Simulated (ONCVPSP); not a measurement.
Plane-wave convergence, ONCV potential for Te

ONCVPSP 4.0.1 input, shortened (lines: element, Z, core and valence counts, functional; n l f; lmax; l rc ep ncon nbas qcut; lloc lpopt rc5 dvloc0; l nproj debl; icmod fcfact rcfact), LDA (Perdew-Zunger), scalar-relativistic:

```
  Te 52.00    6    5        3      upf
    1    0    2.00
    2    0    2.00
    2    1    6.00
    3    0    2.00
    3    1    6.00
    3    2   10.00
    4    0    2.00
    4    1    6.00
    4    2   10.00
    5    0    2.00
    5    1    4.00
    2
    0    1.30    0.00    4    7   11.10
    1    1.45    0.00    3    7   14.30
    2    1.15    0.00    3    8   15.50
    4    5    0.75    4.00
    0    3    3.70
    1    2    3.00
    2    3    3.90
    3    6.00    1.00
```

**Question.** For each optimised wave give the share of its norm inside rc, the residual kinetic energy above qcut (Ha) and the cutoffs (Ha) for errors of 10, 1, 0.1 and 0.01 mHa per electron.

**Answer.**

| wave | norm inside rc | residual KE | 10 mHa | 1 mHa | 0.1 mHa | 0.01 mHa |
| --- | --- | --- | --- | --- | --- | --- |
| 4s | 0.966 | 3.9e-07 | 32.2 | 40.8 | 47.5 | 53.2 |
| 5s | 0.106 | 6.0e-07 | 29.7 | 40.6 | 48.6 | 55.1 |
| s projector 3 | 0.065 | 1.8e-06 | 31.3 | 42.4 | 51.0 | 57.3 |
| 4p | 0.970 | 2.8e-10 | 21.0 | 44.1 | 55.8 | 63.9 |
| 5p | 0.076 | 7.0e-11 | 17.2 | 24.2 | 49.6 | 60.5 |
| 4d | 0.723 | 4.1e-09 | 43.3 | 55.2 | 65.3 | 74.0 |
| d projector 2 | 0.052 | 6.7e-10 | 37.5 | 50.8 | 62.8 | 73.8 |
| d projector 3 | 0.053 | 1.4e-08 | 42.6 | 56.4 | 69.5 | 82.9 |

The occupied waves need 55 Ha and 65 Ha for 1 and 0.1 mHa.
